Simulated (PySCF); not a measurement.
CH3Li, SMILES [Li][CH3]. Atoms are numbered in the order given.

```xyz
5

Li     0.0000     0.0000    -1.5818
C      0.0000     0.0000     0.3870
H      0.8782     0.5071     0.8078
H      0.0000    -1.0141     0.8078
H     -0.8782     0.5071     0.8078
```
Charge 0, spin multiplicity 1.

Geometry optimised at B3LYP-D3(BJ)/def2-TZVPD. The isomer is the one that the SMILES or the coordinates give; other isomers of the formula were not compared.

Computed with PBE/def2-TZVPD in PySCF.

Symmetry labels are those of the subgroup Cs that the program uses (full group C3v).

Question: List the valence orbital energies around the gap with their symmetry. (An estimate is asked for; the answer gives what the named calculation found.)

Answer: 
```tsv
orbital	symmetry	energy (eV)
HOMO−5	A'	-266.23
HOMO−4	A'	-50.39
HOMO−3	A'	-14.40
HOMO−2	A'	-7.44
HOMO−1	A"	-7.44
HOMO	A'	-3.90
LUMO	A'	-1.58
LUMO+1	A"	-0.17
LUMO+2	A'	-0.17
LUMO+3	A'	0.29
```
